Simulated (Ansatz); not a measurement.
Species: SiHCl₂, charge 0, doublet. SiHCl2 (SMILES Cl[SiH]Cl, doublet).
B3LYP-D3(BJ)/def2-TZVP minimum from Ansatz (a quantum-chemistry and plane-wave program):
```
Si
H 1 1.4859
Cl 1 2.0620 2 107.71
Cl 1 2.0620 2 107.71 3 118.80
```
Charge 0, spin multiplicity 2.

Property: atomisation energy (electronic, to ground-state atoms), in kcal/mol. UHF or UKS for unpaired electrons; spin-orbit terms are left out. CBS(X,Y): correlation extrapolated as X^-3, Hartree-Fock from the larger set (Q,5: extrapolated as (X+1)exp(-9√X)). A bracket is a step between two methods taken in the basis named. The functionals are non-relativistic, so their misses hold any scalar relativity. Double hybrids freeze cores in their MP2 part. 'core' is core correlation in cc-pwCVTZ (1s frozen past Ne), 'X2C' scalar relativity in cc-pVTZ-DK, both at CCSD(T). For partners of very few electrons the exact lower level stands in for a higher one.

CCSD(T)/CBS(cc-pV(Q+d)Z,cc-pV(5+d)Z) + [CCSDT(Q) - CCSD(T)]/cc-pV(D+d)Z + core + X2C (Ansatz) gives 260.6 kcal/mol.

Q: What does PBE/def2-TZVPD (Ansatz) give here, and how do the other levels compare?

A: PBE gives 261.9 kcal/mol, 1.3 kcal/mol above it. Differences of the others: r2SCAN/def2-TZVPD (Ansatz) 4.7; B3LYP/def2-TZVPD (Ansatz) -8.7; wB97M-V/def2-TZVPD (Ansatz) 0.0; B2PLYP/def2-TZVPD (Ansatz) -7.3; CCSD(T)/CBS(cc-pV(Q+d)Z,cc-pV(5+d)Z) + core + X2C (Ansatz) -0.4 kcal/mol. Nearer than PBE: wB97M-V/def2-TZVPD, CCSD(T)/CBS(cc-pV(Q+d)Z,cc-pV(5+d)Z) + core + X2C.
